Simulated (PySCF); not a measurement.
# Trend along group 12: MNa cations

PBE0 with double-zeta basis sets in PySCF, for the lowest determinant that a PBE0 search found; no spin–orbit coupling. De refers to high-spin ground-configuration atoms (the charge goes to the atom of lower measured ionisation energy or higher electron affinity, which is not always the lowest computed limit). A positive dipole points towards Na; it is taken about the centre of mass and depends on that origin.

```csv
M,basis,charged atom,state (unpaired electrons),Re (Å),ωe (cm⁻¹),De (eV),μ (D)
Zn,"6-31G(d,p)",Na+,singlet (closed shell),2.736,198,0.82,6.00
Cd,def2-SVP,Na+,singlet (closed shell),3.142,115,0.45,9.01
Hg,def2-SVP,Na+,singlet (closed shell),3.083,111,0.34,10.68
```

The shortest bond is that of NaZn⁺ (2.736 Å), the longest that of NaCd⁺ (3.142 Å).

The rows differ in basis set, which adds steps of its own.

Down a group the atoms grow and get heavier, so bonds lengthen and wavenumbers fall; the exceptions here are the shorter bond at Hg. Relativity and the filled 4f shell contract the atoms of the sixth period.

Closed-shell solutions of metal pairs were not tested for spin polarisation, which can lower them a little. Weak bonds: NaCd⁺, NaHg⁺. Basis-set superposition, not corrected here, can be much of De in a small basis, most of all at correlated wavefunction levels. Spin–orbit coupling is left out. For an ion De counts to the pair picked by the measured ionisation energies or electron affinities, which need not be the lowest pair at this level.
